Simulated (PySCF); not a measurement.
Gas-phase reaction: SnH4 + 3 SnCl4 → 4 SnHCl3. Level: M06-2X/def2-TZVP†; standard pressure 1 bar.

Energies from PySCF, thermal terms from the rigid-rotor harmonic-oscillator model, ideal gas at 1 bar. † marks an energy on the PBE0/def2-TZVP geometry and frequencies. All species are closed-shell singlets. Sn: scalar-relativistic def2 core potential, no spin-orbit coupling. SnHCl3: computed as isolated molecules; such fragments, hydroxides, amides, oligomers or adducts are transient or little studied in the gas. The harmonic model lacks anharmonicity and excited electronic states, which grow with temperature; levels with a mode under 35 cm⁻¹ are left out. Soft modes under 120 cm⁻¹ make the harmonic entropy rough for SnCl4, SnHCl3.

```csv
T (K),1000/T (1/K),log10 K
500,2.0000,7.73
600,1.6667,?
800,1.2500,5.80
1000,1.0000,5.16
1200,0.8333,4.73
1400,0.7143,4.43
```

Task: Fit log10 K = a + b·(1000/T) to the five rows, get the mean ΔH° and ΔS°, and predict log10 K at 600 K.

Result: Means: 1000/T = 1.1595, log10 K = 5.570. Sums of products about the means: Sxy = 2.68323, Sxx = 1.044680, so b = Sxy/Sxx = 2.57 and a = 5.570 − (2.57)×1.1595 = 2.59.
ΔH° = −R ln 10 × 1000 K × b = −19.145 × (2.57) = -49 kJ; ΔS° = R ln 10 × a = 50 J/K. The run's own values go from -49 kJ and 50 J/K at 500 K to -49 kJ and 50 J/K at 1400 K.
Prediction at 600 K: 2.59 + (2.57)×1.6667 = 6.87. The computed value is 6.87, 0.00 from the line.
For scale, ΔH°(298 K) is -49 kJ at this level, -37 kJ at ωB97M-V/def2-TZVP†, and runs from -52 to -6 kJ over the 18 levels computed.
